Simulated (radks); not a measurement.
Ag, 47 electrons, occupied as [Kr] 4d10 5s1. All-electron calculation, scalar-relativistic Kohn-Sham, LDA (Slater exchange, VWN5 correlation), spin-polarised, spherical densities, point nucleus; open shells are filled with parallel spins first (spin-orbit coupling, left out, can overturn this in heavy ions). Program: a radial shooting solver on a logarithmic mesh with Libxc functionals.

Normalised radial functions P(r) = r R(r), r in bohr:

```
   r/bohr * 4d up, o 5p up (the largest magnitude, 0.888, reaches the edge; | marks zero, & curves that meet)
  0.00107                             &
 0.001688                             &
 0.002685                             &
 0.004236                             &
 0.006736                             &
  0.01063                             &
   0.0169                             *o
  0.02667                             *o
  0.04242                             |*o
  0.06692                             | o*
   0.1064                             |o     *
   0.1679                            o|           *
   0.2671                          o  |            *
   0.4214                             o*
   0.6702          *                  |    o
    1.057  *                          |  o
    1.682         *             o     |
    2.653                o   *        |
     4.22               o          *  |
    6.658                    o        *
    10.59                          o  *
    16.71                            o*
```

4d up: eigenvalue -7.716 eV, 1 radial node at r = 0.431 bohr, <r> = 1.43 bohr, 90 % of the charge inside 2.34 bohr. 5p up (empty): eigenvalue -1.032 eV, 3 radial nodes at r = 0.139, 0.433, 1.25 bohr, <r> = 4.77 bohr, 90 % of the charge inside 7.59 bohr.
